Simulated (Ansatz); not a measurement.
Born–Oppenheimer molecular dynamics of CH$_{8}$O$_{2}$Si (12 atoms, charge 0, multiplicity 1). It starts from a rough guess of a transition structure, not a stationary point.

Theory: Ansatz, UKS PBE0/STO-3G.

| Property | Result |
| --- | --- |
| ensemble | NVE (velocity Verlet) |
| time step | 0.5 fs |
| steps asked | 150 |
| starting velocities drawn for | 100 K |
| seed | 739560 |

Frames 5 fs apart, positions in Å, forces in eV/Å.

Velocities at 0.0 fs (Å/ps):

```
Si 1.69 0.41 -2.25
C 1.34 2.68 6.05
H 0.76 6.46 -4.13
H 10.54 8.21 -17.55
O -0.61 -3.58 1.15
H -8.59 0.76 -12.02
O -2.46 0.08 1.28
H -2.80 1.05 -7.19
H -5.30 -4.76 3.41
H -4.90 -10.05 -13.87
H 2.57 6.57 5.97
H -6.55 3.78 -2.52
```

```xyz
12
Properties=species:S:1:pos:R:3:forces:R:3 time_fs=0.0 energy_less_start_eV=0.000 T=100
Si -0.782 0.486 0.266 -0.17 -1.12 -1.45
C 0.483 -1.282 0.361 -0.55 0.61 -0.14
H -1.839 0.507 -0.743 -0.13 -0.20 0.18
H -1.469 0.077 1.501 0.14 -0.27 -0.53
O -0.162 1.834 0.908 -1.09 0.38 3.14
H 0.723 -0.350 -0.651 -0.21 2.85 -2.96
O 0.527 0.719 -1.322 1.72 -1.77 6.88
H 0.799 -1.185 1.393 0.12 0.05 0.38
H -0.298 -2.031 0.297 -0.26 -0.31 0.01
H 1.346 -1.721 -0.161 0.24 -0.33 -0.03
H 0.426 2.365 0.374 1.68 1.26 -2.32
H 0.246 0.581 -2.224 -1.51 -1.14 -3.16
12
Properties=species:S:1:pos:R:3:forces:R:3 time_fs=5.0 energy_less_start_eV=-0.680 T=627
Si -0.773 0.480 0.248 0.57 -3.44 -0.11
C 0.478 -1.267 0.383 -2.00 0.73 0.39
H -1.837 0.516 -0.746 0.17 -0.08 -0.14
H -1.451 0.070 1.425 -0.75 -0.29 0.59
O -0.161 1.831 0.928 2.06 3.33 -0.06
H 0.709 -0.126 -1.008 2.86 -7.65 1.97
O 0.521 0.710 -1.293 -2.38 7.16 -5.77
H 0.818 -1.184 1.437 -0.08 -0.30 -0.67
H -0.306 -2.044 0.338 0.22 0.09 0.45
H 1.302 -1.738 -0.205 -0.18 1.04 0.02
H 0.462 2.388 0.294 -1.25 -1.30 0.77
H 0.153 0.522 -2.280 0.76 0.71 2.57
12
Properties=species:S:1:pos:R:3:forces:R:3 time_fs=10.0 energy_less_start_eV=-1.145 T=981
Si -0.761 0.448 0.231 0.26 -3.29 2.94
C 0.434 -1.238 0.408 -2.14 0.83 0.05
H -1.805 0.504 -0.779 0.22 0.02 -0.28
H -1.558 0.011 1.416 0.22 0.44 -0.78
O -0.142 1.864 0.957 -0.08 -0.05 -0.46
H 1.020 -0.356 -1.303 -2.01 5.50 0.57
O 0.511 0.729 -1.293 3.23 -5.00 -1.70
H 0.848 -1.222 1.406 0.48 0.33 0.55
H -0.285 -2.061 0.454 -0.03 -0.23 -0.29
H 1.249 -1.579 -0.257 -0.06 0.23 -0.12
H 0.388 2.274 0.205 0.44 0.53 -0.19
H 0.025 0.556 -2.167 -0.52 0.70 -0.30
12
Properties=species:S:1:pos:R:3:forces:R:3 time_fs=15.0 energy_less_start_eV=-1.865 T=1532
Si -0.746 0.390 0.236 0.16 -0.33 2.39
C 0.355 -1.194 0.439 0.78 -0.11 0.83
H -1.715 0.493 -0.866 0.45 -0.06 0.05
H -1.655 0.032 1.284 -0.46 0.13 0.43
O -0.122 1.899 0.975 -0.36 -1.62 -1.87
H 1.171 0.086 -1.486 4.20 -4.46 -1.61
O 0.524 0.713 -1.318 -4.56 5.90 0.54
H 0.934 -1.196 1.403 -0.79 0.47 -0.73
H -0.261 -2.106 0.517 0.11 0.28 -0.42
H 1.152 -1.355 -0.317 -0.62 -0.25 0.14
H 0.369 2.247 0.144 0.20 0.41 0.43
H -0.128 0.727 -2.089 0.91 -0.36 -0.18
12
Properties=species:S:1:pos:R:3:forces:R:3 time_fs=20.0 energy_less_start_eV=-1.537 T=1284
Si -0.731 0.330 0.262 -2.11 3.15 2.06
C 0.283 -1.152 0.480 1.02 -1.19 -1.25
H -1.539 0.468 -0.949 -0.22 -0.18 0.19
H -1.825 0.099 1.210 0.32 0.17 0.03
O -0.107 1.910 0.968 -0.06 -1.77 -2.25
H 1.455 0.259 -1.790 -3.65 1.82 1.11
O 0.533 0.732 -1.347 1.74 -0.09 -4.19
H 0.910 -1.073 1.340 0.50 -0.04 1.11
H -0.229 -2.112 0.497 -0.36 0.06 0.22
H 0.954 -1.181 -0.374 0.35 -0.57 0.04
H 0.406 2.315 0.144 -0.56 -0.61 1.01
H -0.201 0.875 -2.150 3.03 -0.74 1.93
12
Properties=species:S:1:pos:R:3:forces:R:3 time_fs=25.0 energy_less_start_eV=-1.273 T=1079
Si -0.734 0.296 0.304 -3.74 5.70 1.08
C 0.239 -1.133 0.508 3.03 -2.08 0.43
H -1.406 0.397 -0.978 -0.52 -0.26 0.28
H -1.930 0.194 1.161 0.70 -0.09 0.07
O -0.100 1.890 0.939 -1.79 -2.98 0.89
H 1.351 0.699 -2.050 1.44 -0.29 1.48
O 0.565 0.755 -1.401 5.52 -0.27 1.62
H 0.910 -0.969 1.393 -0.54 -0.84 -0.92
H -0.269 -2.097 0.525 -0.21 0.07 0.57
H 0.833 -1.138 -0.408 0.67 -0.46 0.36
H 0.415 2.318 0.215 0.96 0.24 -1.72
H 0.018 0.910 -2.123 -5.51 1.27 -4.16
12
Properties=species:S:1:pos:R:3:forces:R:3 time_fs=30.0 energy_less_start_eV=-1.841 T=1520
Si -0.765 0.306 0.356 -1.27 3.11 -0.72
C 0.244 -1.154 0.534 0.40 -1.35 -0.79
H -1.390 0.270 -0.948 -0.34 0.05 0.05
H -1.921 0.269 1.161 -0.61 -0.34 1.08
O -0.108 1.836 0.908 0.92 0.26 -1.68
H 1.482 1.009 -2.061 -1.08 -0.26 0.89
O 0.629 0.792 -1.477 -1.81 1.74 -4.87
H 0.880 -1.026 1.371 1.10 -0.24 1.22
H -0.353 -2.062 0.667 0.19 0.04 -0.10
H 0.854 -1.213 -0.372 0.06 -0.49 0.25
H 0.489 2.250 0.123 -1.32 -1.50 1.40
H -0.186 1.037 -2.263 3.76 -1.02 3.28
12
Properties=species:S:1:pos:R:3:forces:R:3 time_fs=35.0 energy_less_start_eV=-2.101 T=1722
Si -0.811 0.342 0.404 -1.80 -2.16 0.32
C 0.267 -1.199 0.562 0.77 0.37 2.18
H -1.450 0.161 -0.898 0.00 0.53 0.18
H -1.968 0.270 1.344 1.01 -0.19 -0.51
O -0.115 1.777 0.866 -0.86 0.64 1.57
H 1.546 1.373 -1.917 -2.65 -0.94 0.08
O 0.687 0.838 -1.591 7.86 -1.40 4.81
H 0.968 -1.157 1.453 -0.89 0.19 -1.06
H -0.404 -2.034 0.791 0.18 -0.26 -0.50
H 0.907 -1.393 -0.301 -0.36 -0.14 -0.23
H 0.455 1.981 0.107 1.76 0.65 -1.94
H -0.028 1.087 -2.095 -5.01 2.71 -4.90
12
Properties=species:S:1:pos:R:3:forces:R:3 time_fs=40.0 energy_less_start_eV=-1.939 T=1596
Si -0.870 0.361 0.452 -0.04 -5.56 -0.05
C 0.297 -1.240 0.616 -2.17 0.36 -1.37
H -1.526 0.163 -0.817 -0.19 0.41 -0.18
H -1.854 0.222 1.470 -0.51 -0.11 0.38
O -0.116 1.734 0.827 3.22 2.97 -2.03
H 1.384 1.646 -1.891 1.52 0.77 -0.15
O 0.777 0.882 -1.674 -4.47 2.04 -2.48
H 0.968 -1.245 1.439 0.90 0.43 1.27
H -0.414 -2.052 0.814 0.04 -0.06 0.07
H 0.873 -1.596 -0.259 -0.34 0.80 0.07
H 0.547 1.752 -0.017 -1.16 0.34 1.76
H -0.071 1.347 -2.313 3.20 -2.39 2.72
12
Properties=species:S:1:pos:R:3:forces:R:3 time_fs=45.0 energy_less_start_eV=-2.295 T=1861
Si -0.930 0.335 0.502 1.05 -4.04 0.92
C 0.295 -1.272 0.663 -1.57 0.89 0.73
H -1.641 0.261 -0.763 -0.09 0.03 0.13
H -1.810 0.155 1.642 -0.22 0.23 -0.36
O -0.084 1.731 0.771 0.02 1.27 0.62
H 1.368 1.899 -1.810 -0.53 -2.59 0.27
O 0.847 0.950 -1.773 2.01 3.16 0.59
H 1.026 -1.239 1.531 -1.03 0.21 -1.26
H -0.414 -2.091 0.855 0.09 0.02 0.50
H 0.793 -1.636 -0.236 0.49 0.71 -0.34
H 0.573 1.612 0.036 1.12 0.39 -1.14
H 0.100 1.327 -2.321 -1.34 -0.29 -0.67
12
Properties=species:S:1:pos:R:3:forces:R:3 time_fs=50.0 energy_less_start_eV=-2.347 T=1907
Si -0.981 0.276 0.559 2.16 -0.71 0.80
C 0.255 -1.287 0.708 -2.59 1.17 -1.90
H -1.772 0.363 -0.678 0.19 -0.46 0.43
H -1.831 0.138 1.748 0.07 0.36 -0.63
O -0.043 1.746 0.715 0.10 -0.89 -0.52
H 1.413 1.877 -1.703 0.36 2.58 -0.68
O 0.931 1.042 -1.864 -3.05 -2.79 -0.90
H 0.973 -1.168 1.484 0.89 0.47 0.97
H -0.387 -2.131 0.987 0.23 -0.21 -0.21
H 0.778 -1.506 -0.243 -0.31 0.05 0.51
H 0.685 1.574 -0.010 -0.94 0.00 0.42
H 0.040 1.278 -2.434 2.89 0.43 1.68
12
Properties=species:S:1:pos:R:3:forces:R:3 time_fs=55.0 energy_less_start_eV=-2.384 T=1936
Si -1.013 0.211 0.622 2.68 2.22 0.00
C 0.175 -1.278 0.735 0.46 1.24 1.31
H -1.874 0.363 -0.520 -0.07 -0.60 -0.44
H -1.861 0.199 1.753 -0.44 0.12 0.75
O -0.006 1.749 0.658 -1.03 -2.32 -0.10
H 1.389 2.064 -1.773 -0.38 -0.46 -0.58
O 1.015 1.114 -1.947 -2.55 1.26 -1.06
H 0.969 -1.022 1.505 -1.17 -0.26 -0.81
H -0.308 -2.206 1.080 0.18 0.18 -0.56
H 0.728 -1.373 -0.194 -0.07 -0.64 -0.43
H 0.701 1.515 -0.065 -0.67 -0.14 0.14
H 0.085 1.392 -2.481 3.06 -0.62 1.79
```

Of the whole run (75 fs, mean temperature of the second half 1721 K): The conserved energy stayed within 1.9 meV per atom of its start (net change -0.19 meV per atom), so the integration is sound. The system heated up, since it started high on the potential surface and ran downhill. A run of 0.075 ps of so small a system gives no equilibrium averages. The orbitals stay closed-shell, which can raise the energy where a bond breaks towards radicals; this wasn't checked here. Limits of this set-up: minimal basis.

Run time: 7.3 min on 1 thread of Arm Neoverse V1, on a shared host, peak memory 0.12 GiB.
